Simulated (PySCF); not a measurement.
Molfile (atoms numbered from 1):
```
C2H4AsN
     RDKit          3D

  8  7  0  0  0  0  0  0  0  0999 V2000
    1.6756    0.9149    1.2663 N   0  0  0  0  0  0  0  0  0  0  0  0
    1.0773    0.1974    0.5811 C   0  0  0  0  0  0  0  0  0  0  0  0
    0.3011   -0.6734   -0.2719 C   0  0  0  0  0  0  0  0  0  0  0  0
   -1.5503   -0.0258   -0.6556 As  0  0  0  0  0  3  0  0  0  0  0  0
    0.8083   -0.8034   -1.2399 H   0  0  0  0  0  0  0  0  0  0  0  0
    0.2099   -1.6691    0.1878 H   0  0  0  0  0  0  0  0  0  0  0  0
   -1.1150    1.3992   -0.9725 H   0  0  0  0  0  0  0  0  0  0  0  0
   -1.8561    0.3274    0.7944 H   0  0  0  0  0  0  0  0  0  0  0  0
  1  2  3  0
  2  3  1  0
  3  4  1  0
  3  5  1  0
  3  6  1  0
  4  7  1  0
  4  8  1  0
M  END
```

Geometry: PBE0-D3(BJ)/def2-SVP; GIAO absolute shieldings from PySCF 2.14, gas phase, non-relativistic, averaged over equivalent atoms.

At PBE0/pcSseg-1 (112 basis functions, 7.7 s wall time on 1 thread of an Arm Neoverse V1, shared host):
```tsv
atoms	σ (ppm)
N1	-41.1
C2	60.4
C3	182.6
As4	1616.8
H7/H8	27.55
H5/H6	29.50
```

Problem. Estimate the result of repeating the calculation with KT3/pcSseg-2.

Solution. 
| atoms | σ at KT3/pcSseg-2 | change |
| --- | --- | --- |
| N1 | -18.0 | +23.1 |
| C2 | 65.5 | +5.1 |
| C3 | 176.8 | -5.8 |
| As4 | 1591.5 | -25.3 |
| H7/H8 | 27.73 | +0.18 |
| H5/H6 | 29.40 | -0.10 |

The largest change is at As4 (arsenic bonded to C, 2 H). Cost: 227 basis functions, 27 s wall time on 1 thread of an Arm Neoverse V1, shared host.

Relativistic effects, spin–orbit coupling among them, are left out; they matter for As and for the light atoms bonded to it.
